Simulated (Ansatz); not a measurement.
Ansatz results at the PBE0-D4/def2-TZVP geometry: LUMO energy (ωB97M-V/def2-TZVPP) 2.02 eV; LUMO energy (PBE/def2-TZVPP) -0.99 eV; HOMO–LUMO gap (PBE/def2-TZVPP) 5.84 eV.

(1) Which molecule gave them?
A. `C[B@H-]1[F+][B@@H-](C)[F+]1`
B. `C[B-]1(C)[Cl+][B-](C)(C)[Cl+]1`
C. `[CH3][Ga@H-]1[OH+][Ga@@H-]([CH3])[OH+]1`
D. `[F][Al@H-]1[F+][Al@@H-]([F])[F+]1`

## Answers

(1) B. The others give `[F][Al@H-]1[F+][Al@@H-]([F])[F+]1`: 1.22, -1.08, 7.42; `C[B@H-]1[F+][B@@H-](C)[F+]1`: 2.33, -0.31, 6.97; `[CH3][Ga@H-]1[OH+][Ga@@H-]([CH3])[OH+]1`: 1.42, -0.91, 5.56.
